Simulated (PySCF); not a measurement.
## Exact simulation of a proton spin system

Molecule: SMILES F/C=C(\F)C#CCF, C$_{5}$H$_{3}$F$_{3}$.

Geometry (Å), atoms numbered from 1 in this order:
```xyz
11

F    -2.9592    2.1556    0.9572
C    -1.7914    1.6663    0.5381
C    -1.4991    0.3660    0.5611
F    -2.3755   -0.5501    1.0138
C    -0.2607   -0.1496    0.1192
C     0.7502   -0.7036   -0.2266
C     2.0128   -1.2490   -0.6766
F     2.8476   -0.2517   -1.1205
H    -1.1060    2.4173    0.1782
H     2.5287   -1.7601    0.1464
H     1.8580   -1.9385   -1.5163
```

PySCF 2.14 calculation with shieldings: GIAO PBE0/pcSseg-1, spin–spin couplings from B3LYP/pcJ-1 (spin–dipole term only in couplings to heteroatoms) and geometry from GFN2-xTB; non-relativistic, isolated molecule, one computed conformer, averaged over atoms made equivalent by symmetry, fast rotation or ring inversion.

Scale: TMS for ¹H (reference shieldings calculated alike).

The 6-spin Hamiltonian (Zeeman plus full scalar coupling among like nuclei) was diagonalised exactly; lines are Lorentzian, 0.7 Hz wide, and the maxima above 3 % are listed with the tallest set to 100.

Peak list at 800 MHz for the spins F1/F4/F8/H9/H10/H11:
```
    Hz    ppm  height
5613.6  7.017      30
5612.0  7.015      57
5610.4  7.013      30
5603.3  7.004      30
5601.7  7.002      57
5600.1  7.000      30
5535.9  6.920      30
5534.3  6.918      57
5532.7  6.916      30
5525.6  6.907      30
5524.0  6.905      57
5522.4  6.903      30
4485.1  5.606      99
4483.5  5.604     100
4481.3  5.602     100
4479.7  5.600      98
4432.3  5.540      99
4430.7  5.538     100
4428.5  5.536     100
4426.9  5.534      98
```

Question: Extract the chemical shifts and coupling constants behind this pattern (give the signs of the calculation).

Answer: 
Shifts (ppm): F1 -143.0, F4 -148.1, F8 -252.5, H9 6.96, H10/H11 5.57.
Couplings (Hz): F1–F4: -7.6; F1–F8: 3.4; F1–H9: 77.7; F1–H10, F1–H11: 3.8; F4–F8: 20.5; F4–H9: 10.3; F4–H10, F4–H11: 0.3; F8–H10, F8–H11: 52.8; H9–H10, H9–H11: -1.6; H10–H11: -16.4.
These are the parameters used. A line list fixes at most the relative signs, and those only where coupling is strong; other parameter sets or atom labellings may fit too, and couplings well below the line width leave little trace.
